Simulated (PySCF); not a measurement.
Ionisation energy of O²⁺ by level of theory

O²⁺ [He] 2s2 2p2 (3P) → O³⁺ [He] 2s2 2p1 (2P), as a difference of total energies. Computed with PySCF 2.14 in x2c-QZVPPall (7s4p3d2f1g, 57 functions), with the spin-free X2C one-electron Hamiltonian (Gaussian nucleus). Correlated levels: valence: 1s2 frozen. The calculations carry no spin-orbit coupling.

```json
{"method": "UHF", "ionisation energy (eV)": "54.609"}
{"method": "MP2 (valence)", "ionisation energy (eV)": "55.039"}
{"method": "SCS-MP2 (valence)", "ionisation energy (eV)": "54.889"}
{"method": "CCSD (valence)", "ionisation energy (eV)": "54.820"}
{"method": "CCSD(T) (valence)", "ionisation energy (eV)": "54.832"}
```

A first-order spin-orbit estimate (lowest level to lowest level, LS coupling) adds -0.005 eV.

Errors of the correlated levels include the incompleteness of this basis and the frozen core.

Which method comes closest to the reference value, and which is furthest?

The reference is 54.936 eV (semi-empirical (NIST evaluation); NIST Atomic Spectra Database, ionization energies). Closest: SCS-MP2 (valence) (error -0.053 eV); furthest: UHF (error -0.333 eV), both after the spin-orbit estimate.
